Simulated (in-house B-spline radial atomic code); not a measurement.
A radial electron density 4πr²n(r) was computed for an atom or ion in its tabulated ground configuration with an all-electron radial atomic-structure program (B-spline basis); method: non-relativistic BP86, spin-polarised, spherical fractional occupations. Columns: r (bohr), 4πr²n(r) (electrons per bohr), bar.

```
 0.00974   0.1357 #
  0.0113   0.1793 #
  0.0132   0.2391 ##
  0.0154   0.3169 ##
   0.018   0.4196 ###
  0.0209   0.5463 ####
  0.0244   0.7139 #####
  0.0284   0.9217 #######
  0.0331    1.183 ########
  0.0386    1.507 ###########
   0.045    1.896 ##############
  0.0525     2.36 #################
  0.0612     2.89 #####################
  0.0713    3.478 #########################
  0.0831    4.106 #############################
  0.0968    4.737 ##################################
   0.113    5.331 ######################################
   0.132    5.818 #########################################
   0.153    6.112 ############################################
   0.179    6.178 ############################################
   0.208     5.96 ##########################################
   0.243    5.432 #######################################
   0.283    4.659 #################################
    0.33    3.716 ##########################
   0.384    2.757 ####################
   0.448    1.893 #############
   0.522     1.26 #########
   0.608   0.8976 ######
   0.709   0.7782 ######
   0.826   0.8135 ######
   0.963   0.8842 ######
    1.12   0.8899 ######
    1.31   0.7836 ######
    1.52   0.5969 ####
    1.78   0.3719 ###
    2.07   0.1939 #
    2.41  0.08065 #
    2.81  0.02588 
    3.28 0.006211 
    3.82 0.001103 
    4.45 0.0001331
```

Q: Which atom or ion is it?
A. C3+
B. C2+
C. O5+
D. C4+

A: A. The area under the curve, ∫4πr²n dr = ∫r·4πr²n d(ln r) on this logarithmic grid, is 3 electrons; among the options with that count, the innermost peak, which lies near 1/Z bohr, picks Z = 6. The configuration is [He] 2s1.
